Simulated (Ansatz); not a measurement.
**Relative stability**

The two ends of one reaction step of SiAsN2H9, closed shell (PBE0-D4/def2-TZVP).

A:

Si1  (-0.797, 0.069, -0.426)
N2  (1.377, -1.197, 1.541)
H3  (-0.606, -1.399, -0.605)
H4  (-1.016, 0.373, 1.009)
N5  (-2.183, 0.711, -1.239)
H6  (2.129, -1.765, 1.169)
As7  (1.013, 1.168, -1.475)
H8  (0.790, -1.805, 2.099)
H9  (1.793, -0.522, 2.171)
H10  (-2.244, 0.667, -2.244)
H11  (-3.094, 0.607, -0.821)
H12  (2.046, 0.645, -0.494)
H13  (0.791, 2.448, -0.685)
(Å)

B:

```xyz
13
angstrom
Si -1.2573 -0.9722 0.2723
N 0.1297 -0.6916 1.2481
H -0.7534 -1.9040 -0.7795
H -2.4287 -1.6217 0.9314
N -1.8540 0.5445 -0.2390
H 2.4090 1.4968 0.3002
As 1.7526 1.2207 -1.0399
H 0.8076 -1.4267 1.3703
H 0.0552 -0.1192 2.0745
H -1.2743 1.1687 -0.7778
H -2.8342 0.6724 -0.4246
H 2.3243 -0.1831 -1.1191
H 2.9235 1.8154 -1.8167
```

Computed with Ansatz 0.2.0 (basis: def2-TZVPP); correlated methods freeze the cores. Filled d shells of the heavier atoms are correlated. The def2 sets are not built for correlating such inner shells, so the correlated values are less sure here. B3LYP uses VWN-RPA correlation.

(1) Which structure is lower at CCSD(T), and by how much? (An estimate is asked for; the value comes from the calculation.)

The T1 diagnostic stays at or below 0.011.

## Answers

(1) By the calculation: B, by 37.0 kJ/mol (electronic energy, against the other). By their contacts, A is a complex of SiAsNH₆ ([NH2][SiH2][AsH2]) + NH₃ and B is a complex of SiN₂H₆ ([NH2][SiH2][NH2]) + AsH₃.

All methods give the same order:

```tsv
method	E(B) − E(A) (kJ/mol)
SPW92	-31.8
PBE-D4	-25.4
BLYP-D4	-36.8
r2SCAN-D4	-34.1
B97M-V	-40.8
PBE0-D4	-28.7
B3LYP-D4	-38.7
r2SCAN0-D4	-34.9
BHLYP-D4	-42.7
CAM-B3LYP-D4	-44.4
wB97X-V	-37.4
wB97M-V	-37.7
B2PLYP	-38.7
PBE-QIDH	-33.2
RPA on PBE	-38.0
HF	-50.2
MP2	-36.6
CCSD	-39.1
CCSD(T)	-37.0
```

Labels in which every atom is bracketed show which atoms are joined, not bond orders.

For scale, one of the runs: CCSD(T)/def2-TZVPP, 278 basis functions, launched by `ansatz run in.yaml --threads 8 --pin off --events-out ev --progress --plain --max-ram 19148MiB`. The run took 3.1 min on 8 CPU threads of an Arm Neoverse V2 (shared host), with 7.8 GiB of host memory at its peak.
